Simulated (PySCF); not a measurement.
B2ClH7P2.
Structure used (PBE0-D3(BJ)/def2-SVP), in Å, numbered top down from 1:
```
atom  x, y, z in Å
Cl1   -0.075   -2.997   -0.145
B2     0.024   -1.244   -0.586
P3     1.327   -0.039    0.296
B4     0.033    1.445    0.192
P5    -1.350    0.049    0.026
H6     0.147   -0.992   -1.772
H7     1.648   -0.434    1.616
H8     2.613    0.103   -0.279
H9     0.158    1.937   -0.914
H10   -0.036    2.212    1.124
H11   -2.475    0.270   -0.803
H12   -1.964   -0.312    1.249
```

Computed, not measured: PySCF, PBE0-D3(BJ)/def2-SVP geometry optimisation, gas phase.

Take the most abundant isotopes and a rigid rotor. The values belong to one conformer with, in the numbering `[Cl:1][BH-:2]1[PH2+:3][BH2-:4][PH2+:5]1`, Cl1–B2–P3–B4 -145°, B2–P3–B4–P5 21°, P3–B4–P5–B2 -21°, Cl1–B2–P5–B4 145°.

(1) Give the principal moments of inertia and the rotational constants in MHz.

(2) Classify the top.

(3) What does the inertial defect say?

(4) Give the other two planar moments, Paa and Pbb, and the rms extents of the mass along the axes.

(5) List the rotational levels J(Ka,Kc) to J = 3 (MHz).

(6) Which lines would a microwave search look for?

(7) Estimate the classical rotational partition function at 25 K, 50 K and 500 K.

## Answers

(1) Ia = 145.83, Ib = 302.48, Ic = 420.78 u·Å²; 505379 MHz·u·Å²/I gives A = 3466, B = 1671, C = 1201 MHz.

(2) An asymmetric top; Ray's κ = -0.585.

(3) Not planar: Δ = Ic − Ia − Ib = -27.52 u·Å². For a rigid frame Δ = −2 Σ m c², so Σ m c² = 13.76 u·Å² lies off the ab plane: 9.93 from hydrogen and 3.83 from heavier atoms. The atom farthest from that plane is 1.76 Å away.

(4) Paa = Σ m a² = (Ib + Ic − Ia)/2 = 288.72 and Pbb = Σ m b² = (Ia + Ic − Ib)/2 = 132.07 u·Å². With the mass M = 125.99 u, the rms extents √(P/M) along a, b and c are 1.51, 1.02, 0.33 Å.

(5) Above 0(0,0):
J = 1: 1(0,1) 2872, 1(1,1) 4667, 1(1,0) 5136
J = 2: 2(0,2) 8535, 2(1,2) 9941, 2(1,1) 11350, 2(2,1) 16734, 2(2,0) 16815
J = 3: 3(0,3) 16842, 3(1,3) 17805, 3(1,2) 20614, 3(2,2) 25350, 3(2,1) 25739, 3(3,1) 35545, 3(3,0) 35554
The levels of one J sum to (2J + 1)J(J + 1)(A + B + C)/3.

(6) The dipole components are |μa| = 1.33 D, |μb| = 0.00 D, |μc| = 0.73 D; the mirror of this Cs structure is the ac plane, so μb vanishes by symmetry and there are no b-type lines. Intensities carry the squares of the components, which stand as 1.00 : 0.30 (a : c). Some lines, for components of 0.1 D or more:

```csv
type,branch,"J(Ka,Kc)",MHz,lower level (cm⁻¹)
a,Q,"1(1,0) ← 1(1,1)",470,0.156
c,Q,"2(1,2) ← 2(0,2)",1406,0.285
a,Q,"2(1,1) ← 2(1,2)",1409,0.332
c,Q,"1(1,1) ← 1(0,1)",1795,0.096
a,R,"1(0,1) ← 0(0,0)",2872,0.000
c,R,"1(1,0) ← 0(0,0)",5136,0.000
a,R,"2(1,2) ← 1(1,1)",5274,0.156
c,Q,"2(2,1) ← 2(1,1)",5384,0.379
a,R,"2(0,2) ← 1(0,1)",5663,0.096
a,R,"2(1,1) ← 1(1,0)",6213,0.171
c,R,"2(1,1) ← 1(0,1)",8478,0.096
c,R,"2(2,0) ← 1(1,0)",11679,0.171
c,R,"2(2,1) ← 1(1,1)",12068,0.156
```

(7) Point group Cs, symmetry number σ = 1; q = (√π/σ)·√((kT/h)³/(ABC)), k/h = 20836.6 MHz/K: 7990 at 25 K, 22600 at 50 K, 715000 at 500 K.

PBE0-D3(BJ)/def2-SVP frequencies: not computed here. Constants of a rigid frame at the computed geometry: no zero-point averaging, no centrifugal distortion. Quadrupole hyperfine structure (11B, 35Cl) is left out.
